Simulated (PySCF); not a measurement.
F2La, charge +1, singlet, geometry from GFN2-xTB (such geometries of metal compounds can be far from the true shape) (the multiplicity is a formal guess) (core potentials on La). Base run: DF-HF/def2-SVP in PySCF.

The PySCF input:
```python
from pyscf import gto, scf

mol = gto.M(
    atom='''
La    0.339661    0.235568    0.069081
F    -1.548567    0.245262   -1.273320
F    -0.602619   -1.737191    0.835806
''',
    basis='def2-svp',
    ecp={'La': 'def2-svp'},
    charge=1,
    spin=0,
    verbose=5,
)

mf = scf.RHF(mol)
mf = mf.density_fit(auxbasis='def2-universal-jkfit')
mf.kernel()
mf.analyze()
```

Each row names what was changed in the base input (with any setting that the change needs).

```json
[
 {"change": "base", "basis functions": "60", "E (Eh)": "-229.75016", "HOMO (eV)": "-18.71", "HOMO-LUMO gap (eV)": "12.92"},
 {"change": "basis = LANL2DZ", "basis functions": "40", "E (Eh)": "-229.61607", "HOMO (eV)": "-18.86", "HOMO-LUMO gap (eV)": "12.75"},
 {"change": "basis = def2-SV(P)", "basis functions": "53", "E (Eh)": "-229.73279", "HOMO (eV)": "-18.65", "HOMO-LUMO gap (eV)": "12.79"},
 {"change": "basis = def2-SVPD", "basis functions": "81", "E (Eh)": "-229.77078", "HOMO (eV)": "-18.95", "HOMO-LUMO gap (eV)": "13.05"},
 {"change": "basis = def2-TZVP", "basis functions": "102", "E (Eh)": "-229.99989", "HOMO (eV)": "-18.83", "HOMO-LUMO gap (eV)": "12.94"},
 {"change": "basis = def2-TZVPP", "basis functions": "(withheld)", "E (Eh)": "(withheld)", "HOMO (eV)": "-18.85", "HOMO-LUMO gap (eV)": "12.98"},
 {"change": "basis = def2-TZVPD", "basis functions": "123", "E (Eh)": "-230.00459", "HOMO (eV)": "-18.85", "HOMO-LUMO gap (eV)": "12.98"},
 {"change": "basis = def2-QZVP", "basis functions": "186", "E (Eh)": "-230.01656", "HOMO (eV)": "-18.85", "HOMO-LUMO gap (eV)": "12.99"},
 {"change": "basis = def2-QZVPP", "basis functions": "(withheld)", "E (Eh)": "(withheld)", "HOMO (eV)": "-18.86", "HOMO-LUMO gap (eV)": "12.99"}
]
```

**Question.** Some entries are withheld; supply them.

**Answer.** 
- basis = def2-TZVPP, basis functions: 118
- basis = def2-TZVPP, E (Eh): -230.00531
- basis = def2-QZVPP, basis functions: 195
- basis = def2-QZVPP, E (Eh): -230.01737

Totals compare only among sets that treat the same electrons; sets with core potentials leave the core out.
